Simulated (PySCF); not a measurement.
Cartesian coordinates (Å):
```xyz
5

Cd    -0.2038    -0.1253    -0.0327
O      0.6014    -1.6604    -0.9497
H      1.2405    -2.0943    -0.3669
O     -1.0089     1.5061     0.6994
H     -1.6480     1.2772     1.3890
```
Charge 0, multiplicity 1.

### Question
Estimate the total energy, LUMO, charge on the central atom (Mulliken), HOMO–LUMO gap, HOMO and dipole moment that PBE-D3(BJ)/def2-TZVP // r2SCAN-D4/def2-SVP run with PySCF 2.14.0 returns for this input.

### Answer

* **total energy**: -319.3398 Ha
* **LUMO**: -2.35 eV
* **charge on the central atom (Mulliken)**: 0.78 e
* **HOMO–LUMO gap**: 4.08 eV
* **HOMO**: -6.43 eV
* **dipole moment**: 2.19 D
